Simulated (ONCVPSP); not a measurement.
**Before and after: ONCV potential for barium**

Ba (Z = 56), optimised norm-conserving Vanderbilt (ONCV), made with ONCVPSP 4.0.1 (BLYP, scalar-relativistic). Core [Kr] 4d10, reference 5s2 5p6 6s1.75 6p0.25. Waves: 5s+6s: rc 2.80 bohr, ncon 3, nbas 8, qcut 5.1 1/bohr, 2 projectors; 5p+6p: rc 3.75 bohr, ncon 4, nbas 8, qcut 4 1/bohr, 3 projectors, debl 3.8 Ha; d scattering state at 0.34 Ha: rc 2.80 bohr, ncon 4, nbas 8, qcut 4.1 1/bohr, local; f scattering state at 0.08 Ha: rc 2.90 bohr, ncon 4, nbas 8, qcut 3.8 1/bohr, 1 projector. Local part: the d channel. Core correction: Teter function, fcfact 3.25, rcfact 1.75.

In the d channel the program set the typed energies aside and used 0.050 Ha.

Change: reference 5s2 5p6; waves 5s: rc 2.80 bohr, ncon 3, nbas 8, qcut 5.1 1/bohr, 2 projectors, debl 1.3 Ha; 5p: rc 3.75 bohr, ncon 4, nbas 8, qcut 4 1/bohr, 3 projectors, debl 3.8 Ha. In the s channel the program set the typed energies aside and used -1.683, 0.050 Ha. In the p channel the program set the typed energies aside and used -1.128, 0.050, 3.850 Ha. In the d channel the program set the typed energies aside and used 0.050 Ha. In the f channel the program set the typed energies aside and used -0.375 Ha.

Cutoffs: the cutoffs (Ha) at which the residual kinetic energy of the hardest occupied pseudo-wave falls to 1 and 0.1 mHa per electron; they do not see the model core or the augmentation charge, which bear on the density cutoff. Errors are all-electron minus pseudo energies relative to the spin-unpolarised reference configuration.

Question: What does the change do?

Answer: The potential gets neither clearly harder nor softer (7.3 Ha and 9.0 Ha → 7.2 Ha and 8.9 Ha); the lowest positive-energy flag moves from f at 1.7 eV to none; neither file shows a bound ghost.

| quantity | base | changed |
| --- | --- | --- |
| cutoff, loose | 7.3 Ha | 7.2 Ha |
| cutoff, tight | 9.0 Ha | 8.9 Ha |
| loose cutoff by channel | s 7.3 Ha, p 4.6 Ha | s 7.2 Ha, p 4.6 Ha |
| bound ghosts | none | none |
| GHOST(+) flags under 300 eV | f at 1.7 eV | none |
| largest error over its own tests, meV | -15 | -125 |
| s: phases at 2.84 bohr within 0.05 rad from the reference energy up to (Ha; the scan ends near 5) | 2.5 | 2.2 |
| p: phases at 3.81 bohr within 0.05 rad from the reference energy up to (Ha; the scan ends near 5) | 1.9 | 1.4 |
| d: phases at 2.84 bohr within 0.05 rad from the reference energy up to (Ha; the scan ends near 5) | 1.3 | 1.0 |
| f: phases at 2.94 bohr within 0.05 rad from the reference energy up to (Ha; the scan ends near 5) | 0.2 | -0.2 |
| rms error of d²Exc/dni dnj with the model core, mHa | 1.98 | 4.03 |

Base: The cutoffs count occupied waves only; projector 1 of the f channel, the hardest unoccupied one, needs 30 Ha at the loose tolerance. Changed file: The cutoffs count occupied waves only; projector 1 of the f channel, the hardest unoccupied one, needs 32 Ha at the loose tolerance.
